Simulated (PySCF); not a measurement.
Predicted microwave data (PBE0/pcSseg-1 in PySCF (dipole) on a GFN2-xTB geometry, gas phase) for one isomer of C5H13F3Si2:

* Rotational constants: A = 1346, B = 595.9, C = 495.1 MHz
* Dipole components: |μa| = 1.29 D, |μb| = 0.05 D, |μc| = 1.19 D
* Inertial defect: -202.68 u·Å²
* κ: -0.76

Question: Which candidate fits, each taken in the one conformer that was computed?
A. `[CH3:1][SiH2:2][Si@H:3]([CH:4]([CH3:5])[CH3:6])[C:7]([F:8])([F:9])[F:10]` with C1–Si2–Si3–C4 72°, Si2–Si3–C4–C5 60°
B. `[CH3:1][CH2:2][CH2:3][Si@@H:4]([SiH2:5][CH3:6])[C:7]([F:8])([F:9])[F:10]` with C1–C2–C3–Si4 -178°, C2–C3–Si4–Si5 -179°, C3–Si4–Si5–C6 176°
C. `[CH3:1][CH:2]([CH3:3])[SiH2:4][SiH2:5][CH2:6][C:7]([F:8])([F:9])[F:10]` with C1–C2–Si4–Si5 -53°, C2–Si4–Si5–C6 -50°, Si4–Si5–C6–C7 -57°
D. `[CH3:1][SiH2:2][C@H:3]([CH3:4])[SiH2:5][CH2:6][C:7]([F:8])([F:9])[F:10]` with C1–Si2–C3–C4 -175°, Si2–C3–Si5–C6 -70°, C3–Si5–C6–C7 -59°
E. `[CH3:1][CH2:2][C@H:3]([SiH3:4])[CH2:5][SiH2:6][C:7]([F:8])([F:9])[F:10]` with C1–C2–C3–Si4 63°, C2–C3–C5–Si6 -56°, C3–C5–Si6–C7 -51°

Answer: D. It is C[SiH2][C@H](C)[SiH2]CC(F)(F)F, an asymmetric top, point group C1. The candidates at the same level (rigid rotor, commonest isotopes):

| SMILES | A (MHz) | B (MHz) | C (MHz) | μa (D) | μb (D) | μc (D) | Δ (u·Å²) | point group | rotor |
| --- | --- | --- | --- | --- | --- | --- | --- | --- | --- |
| CC(C)[SiH2][SiH2]CC(F)(F)F | 1470 | 520.3 | 476.0 | 1.53 | 0.68 | 1.57 | -253.53 | C1 | near-prolate asymmetric top |
| C[SiH2][C@H](C)[SiH2]CC(F)(F)F | 1346 | 595.9 | 495.1 | 1.29 | 0.05 | 1.19 | -202.68 | C1 | asymmetric top |
| C[SiH2][Si@H](C(C)C)C(F)(F)F | 916.0 | 860.8 | 537.7 | 0.15 | 2.65 | 0.24 | -198.93 | C1 | asymmetric top |
| CC[C@H]([SiH3])C[SiH2]C(F)(F)F | 1513 | 498.6 | 463.9 | 1.87 | 1.24 | 1.29 | -257.98 | C1 | near-prolate asymmetric top |
| CCC[Si@@H]([SiH2]C)C(F)(F)F | 1165 | 600.8 | 447.1 | 0.03 | 2.45 | 0.56 | -144.71 | C1 | asymmetric top |

`CCC[Si@@H]([SiH2]C)C(F)(F)F` has A 13 % too low; `CC[C@H]([SiH3])C[SiH2]C(F)(F)F` has B 16 % too low; `CC(C)[SiH2][SiH2]CC(F)(F)F` has B 13 % too low; `C[SiH2][Si@H](C(C)C)C(F)(F)F` has B 44 % too high. No structure here is proved a minimum.
